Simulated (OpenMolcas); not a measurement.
## Mn4+: ligand-field states by method

Mn4+ with 6 ligands (fluoride) in octahedral coordination (Oh) at 1.84 Å. A charge of +0.333 e stands 2.4 Å behind each ligand. Ligand basis ANO-RCC-VDZP.

```json
{"Program": "OpenMolcas", "Basis": "ANO-RCC-VDZP [5s4p2d1f]", "Scalar Hamiltonian": "DKH2, point nucleus", "Active space": "3 electrons in 5 orbitals (3d)", "State averaging": "2S+1 = 4 even, 10 roots; 2S+1 = 2 even, 40 roots", "Spin-orbit coupling": "RASSI with atomic mean-field integrals over the reference wave functions"}
```

I. CASSCF
II. SS-CASPT2, IPEA 0.25 Eh, imaginary shift 0.1 Eh (closed shells correlated: 3s 3p and the ligand valence shells)

Spin-free states (labels of O, the rotations of Oh) in cm-1, each column counted from its own energy of the first state listed:

```json
{"State": "4A2", "Degeneracy": "1", "I": "0", "II": "0"}
{"State": "4T2", "Degeneracy": "3", "I": "19546", "II": "24850"}
{"State": "2E", "Degeneracy": "2", "I": "21331", "II": "14860"}
{"State": "2T1", "Degeneracy": "3", "I": "22439", "II": "15570"}
{"State": "4T1", "Degeneracy": "3", "I": "29323", "II": "32360"}
{"State": "2T2", "Degeneracy": "3", "I": "30976", "II": "23320"}
{"State": "2A1", "Degeneracy": "1", "I": "36715", "II": "34170"}
{"State": "2T2", "Degeneracy": "3", "I": "38782", "II": "37420"}
{"State": "2T1", "Degeneracy": "3", "I": "40485", "II": "39000"}
{"State": "2E", "Degeneracy": "2", "I": "43082", "II": "39710"}
{"State": "4T1", "Degeneracy": "3", "I": "46001", "II": "52440"}
{"State": "2T1", "Degeneracy": "3", "I": "46331", "II": "42990"}
{"State": "2T2", "Degeneracy": "3", "I": "54831", "II": "51490"}
{"State": "2A2", "Degeneracy": "1", "I": "57778", "II": "50740"}
{"State": "2T1", "Degeneracy": "3", "I": "58576", "II": "63470"}
{"State": "2T2", "Degeneracy": "3", "I": "61405", "II": "60770"}
{"State": "2E", "Degeneracy": "2", "I": "67941", "II": "65310"}
{"State": "2T1", "Degeneracy": "3", "I": "69165", "II": "69550"}
{"State": "2E", "Degeneracy": "2", "I": "89579", "II": "90560"}
{"State": "2T2", "Degeneracy": "3", "I": "89610", "II": "85690"}
```

From I to II, I's first state of the same spin (4T2) moves from 19546 to 24850 cm-1, by about +5300 cm-1.

From I to II, I's first state of another spin (2E) moves from 21331 to 14860 cm-1, by about -6500 cm-1.

χT at 300 K: I 1.83, II 1.84 cm3 K/mol.

Roots that are degenerate in the reference are averaged as groups; the widest CASPT2 spread within a group is 850 cm-1 (the 3-fold group of multiplicity 2 near 60800 cm-1 above the lowest state of its run, II). Shifts and gaps below about the spread of the groups concerned are not significant. Over all roots computed the reference weight is 0.67 to 0.69 in II; a low but even weight reflects the number of correlated electrons. The least metal-like active orbital is 80 % on the metal (Löwdin) and no ligand orbital is active, so the numbers are rough. Ligand-to-metal charge-transfer states are missing. With no ligand orbital active B as a rule stays too high, so bands that hang on it stand too high and its fall with covalency is understated. Without dynamic correlation the repulsion within the d shell is too large (B by tens of per cent), so at a given field states of lower spin stand too high (holds for I). With metal d orbitals alone and no dynamic correlation the field as a rule comes out too small, by tens of per cent, by up to half for chloride and softer ligands (holds for I). With one d shell and no ligand orbital active, 10Dq can be off by a tenth or more (holds for II). No measured value stands beside these numbers; the geometry was imposed, not optimised, and the real ion may take another.
